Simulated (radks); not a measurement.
The vanadium ion V+, 22 electrons, occupied as [Ar] 3d4. All-electron calculation, Dirac Kohn-Sham, PBE, spin-unpolarised, spherical densities, point nucleus; open shells fill j = l - 1/2 first. Program: a radial shooting solver on a logarithmic mesh with Libxc functionals. Some entries of the table are withheld. Estimate them.

orbital,occ.,eigenvalue (eV),r(max) (bohr),<r> (bohr)
1s1/2,2,(1),0.04349,0.06643
2s1/2,2,-604.6923,0.2556,0.3080
2p1/2,2,-510.0364,0.2065,(2)
2p3/2,4,-502.9315,0.2088,(3)
3s1/2,2,-73.1276,0.8220,0.9556
3p1/2,2,-47.6750,0.8450,1.024
3p3/2,4,-46.8644,0.8517,1.033
3d3/2,4,-8.9934,0.9192,1.551
3d5/2,0,-8.9354,0.9220,1.558

Answer. 
(1) 1s1/2 eigenvalue (eV): -5366.761
(2) 2p1/2 <r> (bohr): 0.2721
(3) 2p3/2 <r> (bohr): 0.2749
